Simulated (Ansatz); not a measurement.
`CC(C)OC(=O)C(=O)OCC(F)(F)C(F)F`. Total charge 0; singlet. Geometry r2SCAN-D4/def2-SVP; atoms count from 1.

| atom | x (Å) | y (Å) | z (Å) |
| --- | --- | --- | --- |
| C1 | -0.389 | 3.878 | 1.749 |
| C2 | 0.364 | 2.573 | 1.892 |
| C3 | 1.858 | 2.694 | 1.649 |
| O4 | -0.211 | 1.672 | 0.896 |
| C5 | -0.083 | 0.370 | 1.130 |
| O6 | 0.459 | -0.141 | 2.077 |
| C7 | -0.764 | -0.418 | -0.001 |
| O8 | -1.488 | 0.054 | -0.833 |
| O9 | -0.443 | -1.721 | 0.118 |
| C10 | -0.970 | -2.593 | -0.872 |
| C11 | 0.097 | -2.848 | -1.918 |
| F12 | 0.532 | -1.672 | -2.440 |
| F13 | 1.169 | -3.471 | -1.364 |
| C14 | -0.388 | -3.719 | -3.077 |
| F15 | -1.419 | -3.103 | -3.694 |
| F16 | -0.829 | -4.898 | -2.576 |
| H17 | -0.238 | 4.303 | 0.745 |
| H18 | -0.028 | 4.603 | 2.493 |
| H19 | -1.468 | 3.726 | 1.903 |
| H20 | 0.183 | 2.114 | 2.878 |
| H21 | 2.353 | 1.719 | 1.764 |
| H22 | 2.053 | 3.082 | 0.637 |
| H23 | 2.299 | 3.390 | 2.379 |
| H24 | -1.853 | -2.149 | -1.354 |
| H25 | -1.223 | -3.542 | -0.381 |
| H26 | 0.427 | -3.903 | -3.801 |

Q: Estimate the Mulliken populations from the PBE0/def2-TZVP orbitals of Ansatz.

A: 
| atom | charge (e) |
| --- | --- |
| C1 | -0.34 |
| C2 | 0.06 |
| C3 | -0.39 |
| O4 | -0.18 |
| C5 | 0.26 |
| O6 | -0.30 |
| C7 | 0.28 |
| O8 | -0.28 |
| O9 | -0.18 |
| C10 | -0.14 |
| C11 | 0.33 |
| F12 | -0.17 |
| F13 | -0.17 |
| C14 | 0.24 |
| F15 | -0.17 |
| F16 | -0.18 |
| H17 | 0.13 |
| H18 | 0.12 |
| H19 | 0.14 |
| H20 | 0.11 |
| H21 | 0.16 |
| H22 | 0.13 |
| H23 | 0.13 |
| H24 | 0.17 |
| H25 | 0.16 |
| H26 | 0.11 |
Mulliken values depend strongly on the basis.

Q: And the Mayer bond orders between heavy atoms (over 0.3)?

A: C1–C2 1.00 (1.51 Å); C2–C3 1.01 (1.52 Å); C2–O4 0.85 (1.46 Å); O4–C5 1.26 (1.33 Å); C5–O6 2.02 (1.21 Å); C5–C7 0.93 (1.54 Å); C7–O8 2.05 (1.20 Å); C7–O9 1.19 (1.35 Å); O9–C10 0.92 (1.42 Å); C10–C11 1.01 (1.52 Å); C11–F12 1.10 (1.36 Å); C11–F13 1.10 (1.36 Å); C11–C14 0.94 (1.53 Å); C14–F15 1.10 (1.35 Å); C14–F16 1.08 (1.35 Å).
